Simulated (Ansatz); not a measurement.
`C[CH2][Mg][Br]`, charge 0, multiplicity 1.

(1) Give a relaxed structure at PBE0-D4/def2-TZVP (Ansatz). (Estimate.)

## Answers

(1) Computed: 
```xyz
9

C     1.0819   -0.2377   -0.5413
C    -0.1918    0.5725   -0.2936
Mg   -1.5057   -0.1907    1.1353
Br   -2.9783   -1.0567    2.7465
H     0.8637   -1.2523   -0.8876
H     1.7234    0.2229   -1.3016
H     1.6893   -0.3374    0.3632
H     0.0682    1.5940    0.0094
H    -0.7509    0.6853   -1.2303
```
Point group Cs.
This is one stationary point; other conformers may exist.
